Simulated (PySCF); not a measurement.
Gas-phase reaction: SnHCl + H2 + SnHCl3 ⇌ 2 SnH2Cl2

Computed with PySCF and rigid-rotor harmonic-oscillator thermochemistry at 1 bar. † marks an energy on the PBE0/def2-TZVP geometry and frequencies. MP2 and CCSD(T) freeze the core. All species are closed-shell singlets. Sn: scalar-relativistic def2 core potential, no spin-orbit coupling. SnHCl, SnHCl3, SnH2Cl2: computed as isolated molecules; such fragments, hydroxides, amides, oligomers or adducts are transient or little studied in the gas. MP2 isn't extrapolated to the basis-set limit. CCSD(T) isn't extrapolated to the basis-set limit.

```
level                ΔH°(298 K), kJ
-------------------  --------------
BLYP/def2-TZVP†                   0
CCSD(T)/def2-TZVPP†               …
MP2/def2-SVP†                   -56
PBE/def2-TZVP†                    …
r2SCAN/def2-TZVP†                 …
LDA/def2-TZVP†                  -64
ωB97M-V/def2-TZVP†              -45
```

Problem. Some entries are withheld; supply them.

Solution. 
- CCSD(T)/def2-TZVPP†, ΔH°(298 K), kJ: -47
- PBE/def2-TZVP†, ΔH°(298 K), kJ: -26
- r2SCAN/def2-TZVP†, ΔH°(298 K), kJ: -42
